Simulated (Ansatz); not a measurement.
One change: `[F][SnH]([Cl])[Br]` becomes `C[NH][SnH]([F])[Cl]`.

Ansatz, PBE0-D4/def2-TZVP geometries, multiplicity 1. Each molecule was computed in one conformer, which needn't be the lowest.

Elements past krypton have def2 core potentials. Scalar relativity is left out up to krypton.

```tsv
property	`[F][SnH]([Cl])[Br]`
HOMO energy (B3LYP/def2-TZVPP) / eV	-8.81
ideal-gas entropy at 298 K and 1 bar (rigid rotor, harmonic PBE0-D4/def2-TZVP) / J/(mol·K)	355
LUMO energy (PBE/def2-TZVPP) / eV	-3.22
HOMO energy (ωB97M-V/def2-TZVPP) / eV	-11.31
HOMO–LUMO gap (PBE0/def2-TZVPP) / eV	6.78
LUMO energy (PBE0/def2-TZVPP) / eV	-2.31
```

Give the same properties after the change, and the shifts. (Estimate.)

Computed: 
```
                                                                                  property  `C[NH][SnH]([F])[Cl]`  shift
                                                       HOMO energy (B3LYP/def2-TZVPP) / eV                  -7.18   1.63
ideal-gas entropy at 298 K and 1 bar (rigid rotor, harmonic PBE0-D4/def2-TZVP) / J/(mol·K)                    385     30
                                                         LUMO energy (PBE/def2-TZVPP) / eV                  -2.16   1.06
                                                     HOMO energy (ωB97M-V/def2-TZVPP) / eV                  -9.72   1.59
                                                      HOMO–LUMO gap (PBE0/def2-TZVPP) / eV                   6.21  -0.57
                                                        LUMO energy (PBE0/def2-TZVPP) / eV                  -1.20   1.11
```

With PBE0 the HOMO rises by 1.68 eV and the LUMO rises by 1.11 eV, so the gap narrows by about 0.57 eV. PBE moves the HOMO by 1.74 eV and ωB97M-V by 1.59 eV. The zero-point energy changes by 139.5 kJ/mol with +15 modes. Modes under 60 cm⁻¹, often nearly free rotors, make the harmonic entropy too high.

B3LYP here is the variant with VWN-RPA as its local correlation; programs differ in this.

Spin–orbit coupling is left out; it splits and shifts lone-pair levels of the heavy atoms by tenths of an eV.
